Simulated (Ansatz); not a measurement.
Consider the substitution at a C–F bond: `FC1=C[SiH2]1` + `[NH2][GeH3]` → `[GeH3][NH]C1=C[SiH2]1` + H–F.

Computed with Ansatz on PBE0-D4/def2-TZVP structures; ΔE is electronic, products minus reactants. CCSD(T)/CBS adds triple-zeta CCSD(T) − MP2 to the extrapolated MP2 energy (def2 sets, frozen cores). This one scheme is used for every species. Functionals use def2-TZVPP. For Ge outer-core shells are correlated without core-valence functions, which leaves a few kJ/mol of doubt a bond. Scalar relativity is left out up to krypton. One conformer a species, not always the lowest.

```tsv
level	ΔE (kcal/mol)
RPA@PBE/def2-TZVPP	-14.9
CCSD(T)/def2-SVP	-15.9
```

What does CCSD(T)/CBS give? (Estimate.)

Ansatz gave: -17.5 kcal/mol. The listed levels differ from it by 2.6, 1.6 kcal/mol.

What do rigid-rotor, harmonic-oscillator terms from PBE0-D4/def2-TZVP frequencies (298.15 K, 1 bar) make of the CCSD(T)/CBS value? (Best estimate.)

Computed: ΔZPE = -0.9 kcal/mol, ΔH = -17.6 kcal/mol, ΔS = -21 J/(mol·K), ΔG = -16.1 kcal/mol.

Largest T1 diagnostic among the species: 0.014.

From r2SCAN to r2SCAN0 (25 % exact exchange), in def2-TZVPP and without D4, ΔE moves by −1.1 kcal/mol. Leaving LDA and LC-ωPBE aside and taking each functional with its dispersion term where it has one, the values, not all of them listed here, spread over 4.0 kcal/mol, from PBE-QIDH to B97M-V. LDA lies −3.1 kcal/mol from PBE without D4. In def2-TZVPP, CCSD(T) changes the Hartree–Fock value by −4.3 kcal/mol (the triples alone add −0.6 kcal/mol) and MP2 by −7.4 kcal/mol.
